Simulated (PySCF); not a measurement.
SMILES C(C)(C[CH]O)C, doublet (GFN2-xTB optimised geometry):

```
17

C     -1.380    -0.401    -1.187
C      0.144    -0.370    -1.217
C      0.692     0.369     0.000
C      0.653     0.306    -2.521
C      0.306    -0.425    -3.756
O      0.945    -1.593    -4.087
H     -1.732    -0.881    -0.276
H     -1.780     0.611    -1.220
H     -1.766    -0.954    -2.039
H      0.514    -1.402    -1.199
H      0.350    -0.105     0.918
H      0.349     1.402     0.000
H      1.780     0.369     0.000
H      1.743     0.396    -2.443
H      0.232     1.312    -2.572
H     -0.648    -0.329    -4.240
H      1.752    -1.666    -3.563
```

Calculation: PySCF 2.14.0 with unrestricted B3LYP/def2-SVP.

What are the frontier orbital energies (α orbitals alone; a β orbital can be the lowest empty one) and the dipole moment?

HOMO-2 -9.04 eV, HOMO-1 -8.92 eV, HOMO -4.19 eV, LUMO 1.11 eV, LUMO+1 1.80 eV; dipole moment 1.55 D.

On the same geometry PySCF with unrestricted PBE/def2-SVP gives HOMO-2 -7.76 eV, HOMO-1 -7.66 eV, HOMO -3.00 eV, LUMO 0.54 eV, LUMO+1 1.28 eV; dipole moment 1.48 D.

Meta-Löwdin charges at B3LYP/def2-SVP: C1 -0.29, C2 -0.03, C3 -0.28, C4 -0.18, C5 0.01, O6 -0.42, H7 0.09, H8 0.09, H9 0.09, H10 0.07, H11 0.09, H12 0.09, H13 0.09, H14 0.08, H15 0.10, H16 0.10, H17 0.32.
